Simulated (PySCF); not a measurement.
## Stationary points of H₂ZrO

Method: PBE0/[Zr def2-TZVP with ECP28, O def2-TZVP, H def2-TZVP], scalar-relativistic core potentials, density fitting, no spin–orbit coupling, PySCF.

Relaxations began from a few typed shapes. The search is not exhaustive: other isomers or separated fragments can lie lower, and high-lying points may rest on an excited occupation.

(1) Which is the lowest minimum found?
A. singlet C2v: Zr–H 1.910 Å (×2), Zr–O 1.727 Å; H–Zr–H 127.8°, H–Zr–O 116.1° (×2)
B. singlet Cs: Zr–H 1.871 Å (×2), Zr–O 1.722 Å; H–Zr–H 111.8°, H–Zr–O 105.4° (×2)

## Answers

(1) B. The others lie at 24.7 (singlet C2v, a saddle point) kJ/mol above it.
